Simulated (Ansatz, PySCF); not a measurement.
Reaction R1 → P1 + P2, each structure at its B3LYP-D3(BJ)/def2-TZVP stationary point, reached from a drawn start (curvature not checked).
R1, F3Ti (SMILES [F][Ti]([F])[F]) (charge 0, multiplicity 2):
```xyz
4

Ti     0.0000     0.0000    -0.0003
F      1.7796    -0.0100    -0.0098
F     -0.8812     1.5462    -0.0013
F     -0.8983    -1.5362     0.0113
```
P1, F2Ti (SMILES [F][Ti][F]) (charge 0, multiplicity 3):
```xyz
3

Ti     0.002     0.003    -0.402
F      1.698    -0.006     0.211
F     -1.701     0.002     0.191
```
P2: F atom, charge 0, multiplicity 2.

P less R. No zero-point or thermal terms; open shells are unrestricted; no spin–orbit coupling. The spin states of the d-block species are the ones drawn and need not be the lowest.

Frozen-core correlation throughout.

Codes used: Ansatz (a program for electronic structure); PySCF for M06-2X. Each number belongs to the level named beside it.

Task: What is the computed reaction energy (SCS-MP2/def2-QZVPP)?

Result: 151.8 kcal/mol

Task: What reaction energy does wB97X-V/def2-TZVPP give?

Result: 147.2 kcal/mol

Task: Predict the reaction energy from M06-2X/def2-TZVPP.

Result: 144.0 kcal/mol
